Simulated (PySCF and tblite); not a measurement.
Results of a calculation; reference values are marked as such.
System: C₅H₈Ge, numbered as in [GeH3:1][CH:2]1[CH:3]=[CH:4][CH:5]=[CH:6]1.

Motion: shift of Ge1 from C2 to C6. GFN2-xTB gives an electronic barrier of 9.5 kcal/mol.

Spin–orbit effects of heavy atoms on shieldings are missing.

(1) What does PBE0/pcSseg-1 + D3(BJ) give on B3LYP-D3(BJ)/def2-SVP geometries?

(2) And the level of the geometries itself, B3LYP-D3(BJ)/def2-SVP?

Programs: tblite and PySCF.

Answers

(1) A barrier of 12.4 kcal/mol, 2.9 above the tight-binding barrier (from unrounded values) and, with GFN2-xTB thermal terms, ΔG‡(298 K) = 12.3 kcal/mol and k = 1.2×10⁴ s⁻¹ (2 equivalent paths).

(2) 13.3 kcal/mol.
